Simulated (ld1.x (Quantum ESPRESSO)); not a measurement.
# u(r) = r·R(r): atom against pseudo-atom (rubidium (Rb))

Columns: radius, all-electron u(r) and pseudo u(r) of the 4s shell (level -37.58 eV) of rubidium in the configuration [Ar] 3d10 4s2 4p6 4d0 5s0 5p0; revPBE, scalar-relativistic, PAW scheme, ld1.x (Quantum ESPRESSO) 7.5.

```csv
r (bohr),all-electron,pseudo
0.228,0.0905,-0.3386
0.455,0.4147,-0.6342
0.682,-0.1869,-0.8550
0.910,-0.6991,-0.9818
1.138,-0.9211,-1.0109
1.365,-0.9329,-0.9562
1.592,-0.8349,-0.8429
1.820,-0.6956,-0.7001
2.047,-0.5547,-0.5563
2.275,-0.4288,-0.4289
2.502,-0.3249,-0.3249
2.730,-0.2422,-0.2422
2.958,-0.1787,-0.1787
3.185,-0.1311,-0.1311
3.412,-0.0955,-0.0955
3.640,-0.0692,-0.0692
3.868,-0.0500,-0.0500
4.095,-0.0360,-0.0360
4.322,-0.0258,-0.0258
4.550,-0.0184,-0.0184
4.778,-0.0131,-0.0131
5.005,-0.0093,-0.0093
5.232,-0.0066,-0.0066
5.460,-0.0047,-0.0047
5.688,-0.0033,-0.0033
5.915,-0.0023,-0.0023
```

**Question.** How many radial nodes do the two functions have?

**Answer.** The all-electron 4s function has n − l − 1 = 3 (the table is too coarse to show those close to the nucleus); the pseudo-wave has 0, since the states of the same l below it are removed with the core.

**Question.** At about which radius was the pseudo-wave matched?

**Answer.** 2.35 bohr, where the columns begin to agree (steps of 0.23 bohr).

**Question.** Where does each function peak?

**Answer.** Outermost all-electron maximum near 1.36 bohr, pseudo maximum near 1.14 bohr (to the table’s step).

**Question.** Is the pseudo-wave norm-conserving?

**Answer.** No, it belongs to a PAW set: the norm inside the radius is not constrained, and the difference is carried by the augmentation charge.
